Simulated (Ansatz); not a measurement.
Mulliken charges of `FCC1=C[SiH2]1` from B3LYP/def2-TZVPP in Ansatz (PBE0-D4/def2-TZVP geometry).

| atom | x (Å) | y (Å) | z (Å) | charge (e) |
| --- | --- | --- | --- | --- |
| F1 | -0.695 | 0.183 | -2.268 | -0.242 |
| C2 | -0.364 | -0.760 | -1.317 | 0.111 |
| C3 | 0.000 | -0.133 | -0.034 | -0.119 |
| C4 | 0.370 | -0.522 | 1.186 | -0.214 |
| Si5 | 0.295 | 1.276 | 1.063 | 0.309 |
| H6 | -1.226 | -1.424 | -1.189 | 0.085 |
| H7 | 0.474 | -1.348 | -1.706 | 0.085 |
| H8 | 0.539 | -1.471 | 1.681 | 0.129 |
| H9 | -0.830 | 2.048 | 1.642 | -0.072 |
| H10 | 1.521 | 2.100 | 0.947 | -0.072 |

Problem. By hand: the dipole of these point charges (1 e Å = 4.8032 D).

Solution. Σ q r = (0.096, -0.331, 0.266) e Å, of length 0.435 e Å = 2.09 D.

Problem. How does the dipole of the full density compare? (Estimate.)

Solution. The calculation gave: (0.081, -0.287, 0.224) e Å, 1.79 D; the point charges give 1.17 times that, at 1° from its direction.

Point charges leave out the atoms' own dipoles, such as those of lone pairs, and Mulliken's split depends on the basis, so the two needn't agree.

B3LYP here is the variant with VWN-RPA as its local correlation; programs differ in this.
